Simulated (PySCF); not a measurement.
`OC[C@]1(Cl)C=C1F`, C$_{4}$H$_{4}$ClFO

Geometry:
```tsv
atom	x (Å)	y (Å)	z (Å)
O1	-1.656	-1.054	-0.838
C2	-0.914	0.109	-0.593
C3	0.109	-0.107	0.519
Cl4	0.488	1.421	1.376
C5	1.201	-1.141	0.424
C6	0.225	-1.377	1.255
F7	-0.336	-2.150	2.154
H8	-2.206	-1.251	-0.070
H9	-1.564	0.953	-0.329
H10	-0.401	0.344	-1.530
H11	2.124	-1.411	-0.025
```

Method: PySCF 2.14.0, TDDFT LC-wPBE/def2-SVPD circular dichroism and optical rotation, one conformer, gas phase. Geometry: GFN2-xTB, dihedral held. The dihedral O1–C2–C3–C5 is held at 60°.

Stereocentres: C3 R.

Q: Give the optical rotatory dispersion at 633, 589.3, 546, 436, 405, 365, 355 nm.

A: [α] in deg dm⁻¹ (g/mL)⁻¹:
| λ (nm) | origin-invariant length gauge | modified velocity gauge | length gauge (centre of mass) | isotropic polarisability (au) |
| --- | --- | --- | --- | --- |
| 633 | +32.2 | +29.6 | +30.8 | 63.3 |
| 589.3 | +37.3 | +34.2 | +35.7 | 63.5 |
| 546 | +43.7 | +40.1 | +41.8 | 63.8 |
| 436 | +70.0 | +64.0 | +66.9 | 64.8 |
| 405 | +81.9 | +74.7 | +78.1 | 65.2 |
| 365 | +102.2 | +93.0 | +97.4 | 66.0 |
| 355 | +108.5 | +98.6 | +103.4 | 66.3 |

Q: And for the mirror image at 589.3 nm?

A: -37.3 deg dm⁻¹ (g/mL)⁻¹ (origin-invariant length gauge): the same size and the opposite sign.

Q: What is the molar rotation [Φ] = [α]·M/100 of the geometry above at 589.3 nm?

A: With M = 122.52 g/mol, +45.7 deg cm² dmol⁻¹ (origin-invariant length gauge).

The first excitation lies at 7.09 eV (175 nm) with R = +16.3 × 10⁻⁴⁰ esu² cm² (velocity form).
